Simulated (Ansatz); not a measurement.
Start from `ClB[SeH]` and change one element to get `FB[SeH]`.

Ansatz, PBE0-D4/def2-TZVP geometries, multiplicity 1. Each molecule was computed in one conformer, which needn't be the lowest.

Scalar relativity is left out up to krypton.

| property | `ClB[SeH]` |
| --- | --- |
| HOMO–LUMO gap (ωB97M-V/def2-TZVPP) / eV | 10.47 |
| HOMO–LUMO gap (B3LYP/def2-TZVPP) / eV | 5.96 |
| HOMO energy (PBE/def2-TZVPP) / eV | -6.72 |
| zero-point energy (PBE0-D4/def2-TZVP) / kJ/mol | 58.6 |
| ideal-gas entropy at 298 K and 1 bar (rigid rotor, harmonic PBE0-D4/def2-TZVP) / J/(mol·K) | 293 |
| LUMO energy (B3LYP/def2-TZVPP) / eV | -1.61 |

Problem. What does the change do to each property? (Best estimate.)

Solution. Computed: 
```
                                                                                  property  `FB[SeH]`  shift
                                                   HOMO–LUMO gap (ωB97M-V/def2-TZVPP) / eV      11.07   0.60
                                                     HOMO–LUMO gap (B3LYP/def2-TZVPP) / eV       6.49   0.53
                                                         HOMO energy (PBE/def2-TZVPP) / eV      -6.67   0.05
                                            zero-point energy (PBE0-D4/def2-TZVP) / kJ/mol       62.2    3.6
ideal-gas entropy at 298 K and 1 bar (rigid rotor, harmonic PBE0-D4/def2-TZVP) / J/(mol·K)        282    -11
                                                       LUMO energy (B3LYP/def2-TZVPP) / eV      -1.06   0.55
```

B3LYP here is the variant with VWN-RPA as its local correlation; programs differ in this.

Spin–orbit coupling is left out; it splits and shifts lone-pair levels of the heavy atoms by tenths of an eV.
